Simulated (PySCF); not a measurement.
Spinor energies of I⁴⁴⁺ (iodine, charge +44)

Start: [He] 2s2 2p5; 2p1/2 filled at m_j = +1/2; 2p3/2 filled at m_j = -3/2, -1/2, +1/2, +3/2. Calculated with PySCF 2.14 in an uncontracted even-tempered set (17 s from 23 bohr⁻², ratio 2.4; 12 p from 30 bohr⁻², ratio 2.4; 5 d from 110 bohr⁻², ratio 2.6; 4 f from 160 bohr⁻², ratio 2.6): generalised Hartree-Fock with the X2C-1e Hamiltonian and a Gaussian nucleus; one run each with spin-orbit coupling (SO) screened by Boettger's factors, then bare. This is a chosen level, not necessarily the ground level.

```csv
spinor shell,electrons,"ε, screened SO (eV)","ε, bare SO (eV)",weight of nominal j (bare SO),"rms radius, bare SO (bohr)"
1s1/2,2,-36563.4,-36563.6,1.000,0.0311
2s1/2,2,-8162.0,-8162.0,1.000,0.123
2p1/2,1,-7911.7,-7921.3,1.000,0.106
2p3/2,4,-7579.8,-7576.2,1.000,0.111
```

```csv
quantity,screened SO,bare SO
E (hartree),-5063.55385,-5063.36152
M_J,1/2,1/2
⟨J²⟩,0.750,0.750
⟨L²⟩,2.004,2.004
⟨S²⟩,0.754,0.754
```

Each row is a mean over spinors that exchange with the open shell spreads, by up to 14.654 eV (2p3/2).

Breit and QED terms are absent; they matter most for the inner s and p1/2 levels.

Densities and radii are taken from the X2C orbitals without a picture-change correction, which distorts them close to the nucleus.
